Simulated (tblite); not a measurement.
Species: C4H9NO2Si.
Z-matrix (Å and degrees, GFN2-xTB geometry), rows numbered from 1:
```
C 
N   1  1.2547
C   2  1.3874  1  123.44
C   3  1.3342  2  124.00  1   -45.78
O   3  1.3418  2  114.07  1   139.72
Si  5  1.6267  3  127.09  2    -0.96
O   6  1.6215  5  106.70  3   -67.11
C   7  1.3939  6  127.85  5  -176.55
H   1  1.0924  2  124.52  3    -2.93
H   1  1.0808  2  118.13  3   177.56
H   4  1.0731  3  120.68  2  -173.07
H   4  1.0735  3  121.18  2     4.17
H   6  1.4599  5  112.99  3    54.89
H   6  1.4576  5   99.36  3   175.81
H   8  1.0926  7  110.90  6   -62.40
H   8  1.0909  7  108.05  6   177.80
H   8  1.0929  7  110.76  6    58.05
```

Computed with GFN2-xTB (tblite): harmonic, unscaled wavenumbers at the GFN2-xTB geometry, gas phase. This tight-binding method is rough: wavenumbers can miss measured ones by several per cent, in bad cases by 10 to 20. Modes of hydrogen on silicon can be 10 to 20 % off. One conformer, not necessarily the lowest.

Harmonic wavenumbers (cm⁻¹): 42.3, 52.1, 79.7, 116.2, 118.6, 146.5, 190.0, 266.3, 278.6, 379.1, 441.3, 557.3, 608.9, 652.6, 679.2, 729.0, 748.1, 768.3, 798.5, 814.7, 817.9, 911.7, 975.1, 1039.7, 1136.8, 1142.5, 1147.8, 1165.6, 1260.7, 1371.2, 1417.2, 1418.3, 1480.5, 1489.3, 1652.0, 1727.8, 2270.4, 2317.1, 2912.9, 2946.1, 2960.4, 2988.2, 3065.6, 3136.9, 3174.6.

A = 2981, B = 1129, C = 895.7 MHz; mass 131.040 u (most abundant isotopes); point group C1, symmetry number 1.

Task: Zero-point energy?

Result: Half the sum of the wavenumbers: 27197 cm⁻¹ = 325.35 kJ/mol.

Task: What is S at 500 K and 1 bar for an ideal gas of classical rigid rotors and harmonic oscillators?

Result: Translation 180.41, rotation 128.02, vibration 224.28: S = 532.7 J/(mol K).

Task: And Cp and H(500 K) − H(0)?

Result: Cp = 227.97 J/(mol K), of which vibrations give 194.71 (their classical limit is 45 R = 374.2); H(500 K) − H(0) = 70.60 kJ/mol without the zero-point energy, 53.97 from vibrations.

Task: Blend soft modes into free rotors: weight 1/[1 + (100 cm⁻¹/ν̃)⁴] for the oscillator and the rest for a rotor with moment μB/(μ + B), μ = h/(8π²ν), B = 10⁻⁴⁴ kg m². What vibrational entropy results?

Result: 202.21 J/(mol K) in place of 224.28, which changes −T·S at 500 K by +11.04 kJ/mol.

Task: How do the functions run with temperature in this model?

Result: 
```
 T (K)  S (J/(mol K))  Cp (J/(mol K))  H − H(0) (kJ/mol)  G − H(0) (kJ/mol)  ln q(vib)
    50          251.2            63.7               2.30             -10.26       0.80
   100          303.4            87.7               6.13             -24.21       2.46
298.15          432.3           162.4              30.82             -98.06       8.53
373.15          471.7           189.5              44.03            -131.98      10.61
   750          636.0           281.2             134.76            -342.27      20.17
  1000          722.0           315.8             209.68            -512.33      25.75
```

q(vib) and H(0) count from the zero-point level.

Task: Which modes carry the vibrational entropy at 500 K?

Result: 42.3 cm⁻¹: 25.83; 52.1 cm⁻¹: 24.10; 79.7 cm⁻¹: 20.58; 116.2 cm⁻¹: 17.46; 118.6 cm⁻¹: 17.29; 146.5 cm⁻¹: 15.56 J/(mol K); the other 39 give 103.46 together.

Hindered rotation and anharmonicity are outside this model. Other conformers, if any are populated, would add a mixing term that is left out. The structure is chiral; the term R ln 2 for an equal mix with its mirror image is left out.
